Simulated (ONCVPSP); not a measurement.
# strontium: ONCV pseudisation with PBEsol, scalar-relativistic reference atom.

ONCVPSP 4.0.1 input, shortened (lines: element, Z, core and valence counts, functional; n l f; lmax; l rc ep ncon nbas qcut; lloc lpopt rc5 dvloc0; l nproj debl; icmod fcfact rcfact), PBEsol, scalar-relativistic:

```
  Sr 38.00    6    4  -116133      upf
    1    0    2.00
    2    0    2.00
    2    1    6.00
    3    0    2.00
    3    1    6.00
    3    2   10.00
    4    0    2.00
    4    1    6.00
    5    0    1.50
    5    1    0.50
    3
    0    2.30    0.00    4    7    4.50
    1    2.45    0.00    4    8    6.20
    2    2.50    0.02    4    7    4.50
    3    2.20    0.09    3    8    5.40
    4    5    1.45    0.00
    0    2    1.40
    1    2    1.60
    2    2    1.70
    3    2    1.50
    2    0.70    1.00
```

In the d channel the program set the typed energies aside and used 0.050, 1.750 Ha.

All-electron outer shells of the reference configuration (PBEsol, scalar-relativistic, ld1.x):

```json
{"shell": "3d", "level (eV)": "-128.71", "outermost node (bohr)": "–", "outermost maximum (bohr)": "0.38"}
{"shell": "4s", "level (eV)": "-41.56", "outermost node (bohr)": "0.59", "outermost maximum (bohr)": "1.19"}
{"shell": "4p", "level (eV)": "-23.47", "outermost node (bohr)": "0.61", "outermost maximum (bohr)": "1.33"}
{"shell": "5s", "level (eV)": "-3.88", "outermost node (bohr)": "1.65", "outermost maximum (bohr)": "3.67"}
{"shell": "5p", "level (eV)": "-1.56", "outermost node (bohr)": "1.96", "outermost maximum (bohr)": "4.83"}
```

Calculated quality:

```json
{
  "Cutoffs needed": "8.1 Ha and 10 Ha (the cutoffs (Ha) at which the residual kinetic energy of the hardest occupied pseudo-wave falls to 1 and 0.1 mHa per electron)",
  "Ghost test": "no bound ghost flagged; no localised positive-energy state flagged",
  "Largest excitation error": "-3.0 meV (all-electron minus pseudo) for 4s2 4p6 5s0 5p0, out of 4 test configurations",
  "rms error of d²Exc/dni dnj": "2.69 mHa without and 1.19 mHa with the model core"
}
```

Generation and tests took about 6.1 s on one core of a shared server CPU.
